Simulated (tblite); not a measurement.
A tight-binding relaxation on `C#C[C@@]1(Cl)[SiH2]C[SiH2][C@H]1F`.

Computed with GFN2-xTB geometry optimisation, gas phase (tblite 0.8.0). Start geometry: from a force field or distance geometry. A driver script takes a list of jobs; this job's settings line and coordinates (Å) are shown.

Command:
```bash
OMP_NUM_THREADS=1 python probes_run.py task.json out
```

Input:
```
{"job": {"kind": "relax", "xc": "GFN2-xTB", "basis": "xTB"}, "charge": 0, "multiplicity": 1}
C      3.047600     1.670700     0.217900
C      2.021400     1.112200    -0.105100
C      0.789100     0.418700    -0.481800
Cl     0.869000     0.200300    -2.287000
Si     0.561800    -1.316500     0.284000
C     -1.296000    -1.669000     0.244900
Si    -1.968200     0.056200    -0.103800
C     -0.475400     1.229800    -0.098900
F     -0.355300     1.690800     1.178200
H      3.932000     2.176700     0.501400
H      1.007700    -1.335900     1.693400
H      1.298500    -2.382100    -0.453900
H     -1.557200    -2.363300    -0.543700
H     -1.633500    -2.063800     1.203400
H     -2.614700     0.054500    -1.437400
H     -2.993600     0.433300     0.922200
H     -0.640300     2.099600    -0.743800
```

Output:
```
step      E/eV     max force
  0    -746.47199    1.933
  1    -746.57428    2.249
  2    -746.56896    3.079
  3    -746.64550    0.383
  4    -746.66023    0.405
  5    -746.70120    0.944
  6    -746.71520    0.580
  7    -746.72585    0.244
  8    -746.73411    0.333
  9    -746.74455    0.488
... (81 lines left out)
 91    -746.80931    0.023
 92    -746.80938    0.033
 93    -746.80942    0.029
 94    -746.80945    0.012
 95    -746.80946    0.011
 96    -746.80947    0.017
 97    -746.80950    0.026
 98    -746.80952    0.029
 99    -746.80954    0.014
100    -746.80955    0.005
```

«max force» is the largest atomic force in eV/Å.

Q: From which step on does the largest force stay under 0.1 eV/Å, and how much energy is left to gain from there?

A: From step 38 (0.093 eV/Å), 9.1 meV above the end.

Summary of the converged run: energy lowered by 7.8 kcal/mol over 100 steps; largest atomic force 0.005 eV/Å at the end.

Q: Give the final coordinates.

A: 0.233 Å rms from the input after alignment:
```
atom  x, y, z in Å
C1     3.0141    1.6660    0.0042
C2     1.9858    1.0745   -0.1683
C3     0.7550    0.3772   -0.3685
Cl4    0.5444    0.0501   -2.1367
Si5    0.6142   -1.3621    0.4583
C6    -1.2486   -1.6264    0.1516
Si7   -2.0279    0.0779   -0.2230
C8    -0.4728    1.1849    0.0336
F9    -0.3777    1.4586    1.3965
H10    3.9150    2.1777    0.1663
H11    0.9612   -1.2470    1.8741
H12    1.4939   -2.2782   -0.2642
H13   -1.4048   -2.3081   -0.6817
H14   -1.7208   -2.0919    1.0130
H15   -2.5389    0.2146   -1.5859
H16   -3.0102    0.4825    0.7820
H17   -0.4890    2.1617   -0.4612
```

Time: 5.4 s wall, 3.4 s CPU. Hardware: one thread of an Intel Xeon at 2.50 GHz, shared host.
Labels such as C1 count atoms from 1, the log's own numbers from 0.
